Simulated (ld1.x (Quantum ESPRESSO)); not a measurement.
# u(r) = r·R(r): atom against pseudo-atom (Mn (Z = 25))

Columns: radius, all-electron u(r) and pseudo u(r) of the 3d shell (level -6.77 eV) of manganese in the configuration [Ar] 3d5 4s2 4p0; PBE, scalar-relativistic, PAW scheme, ld1.x (Quantum ESPRESSO) 7.5.

```json
{"r (bohr)": "0.198", "all-electron": "0.2390", "pseudo": "0.0073"}
{"r (bohr)": "0.395", "all-electron": "0.6326", "pseudo": "0.0530"}
{"r (bohr)": "0.593", "all-electron": "0.8447", "pseudo": "0.1545"}
{"r (bohr)": "0.790", "all-electron": "0.8884", "pseudo": "0.2967"}
{"r (bohr)": "0.988", "all-electron": "0.8418", "pseudo": "0.4424"}
{"r (bohr)": "1.185", "all-electron": "0.7601", "pseudo": "0.5476"}
{"r (bohr)": "1.383", "all-electron": "0.6700", "pseudo": "0.5877"}
{"r (bohr)": "1.580", "all-electron": "0.5843", "pseudo": "0.5651"}
{"r (bohr)": "1.778", "all-electron": "0.5066", "pseudo": "0.5052"}
{"r (bohr)": "1.975", "all-electron": "0.4387", "pseudo": "0.4387"}
{"r (bohr)": "2.173", "all-electron": "0.3795", "pseudo": "0.3795"}
{"r (bohr)": "2.370", "all-electron": "0.3288", "pseudo": "0.3288"}
{"r (bohr)": "2.568", "all-electron": "0.2847", "pseudo": "0.2847"}
{"r (bohr)": "2.765", "all-electron": "0.2467", "pseudo": "0.2467"}
{"r (bohr)": "2.963", "all-electron": "0.2137", "pseudo": "0.2137"}
{"r (bohr)": "3.160", "all-electron": "0.1853", "pseudo": "0.1853"}
{"r (bohr)": "3.358", "all-electron": "0.1604", "pseudo": "0.1604"}
{"r (bohr)": "3.555", "all-electron": "0.1390", "pseudo": "0.1390"}
{"r (bohr)": "3.753", "all-electron": "0.1203", "pseudo": "0.1203"}
{"r (bohr)": "3.950", "all-electron": "0.1042", "pseudo": "0.1042"}
{"r (bohr)": "4.148", "all-electron": "0.0902", "pseudo": "0.0902"}
{"r (bohr)": "4.345", "all-electron": "0.0781", "pseudo": "0.0781"}
{"r (bohr)": "4.542", "all-electron": "0.0677", "pseudo": "0.0677"}
{"r (bohr)": "4.740", "all-electron": "0.0586", "pseudo": "0.0586"}
{"r (bohr)": "4.938", "all-electron": "0.0508", "pseudo": "0.0508"}
{"r (bohr)": "5.135", "all-electron": "0.0440", "pseudo": "0.0440"}
```

Q: How many radial nodes do the two functions have?

A: The all-electron 3d function has n − l − 1 = 0; the pseudo-wave has 0.

Q: At about which radius was the pseudo-wave matched?

A: 2.05 bohr, where the columns begin to agree (steps of 0.20 bohr).

Q: Where does each function peak?

A: Outermost all-electron maximum near 0.79 bohr, pseudo maximum near 1.38 bohr (to the table’s step).

Q: Is the pseudo-wave norm-conserving?

A: No, it belongs to a PAW set: the norm inside the radius is not constrained, and the difference is carried by the augmentation charge.
